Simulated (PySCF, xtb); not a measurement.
Bi(Cl)2(OH) (BiCl2HO), SMILES [OH][Bi]([Cl])[Cl].

GFN2-xTB in xtb 6.7.1 at its own geometry gives an orbital gap of 5.65 eV and a dipole moment of 4.36 D.

Geometry: PBE0-D3(BJ)/def2-SVP. The def2 effective core potentials stand for the cores of Bi; spin–orbit coupling is left out. One conformer was computed; it need not be the lowest.

**Question.** What does PySCF with ωB97X/def2-TZVPD give? (Estimate from the structure and the level; the computed values follow.)

**Answer.** gap 10.75 eV (levels -11.06 and -0.31 eV), dipole 3.02 D.
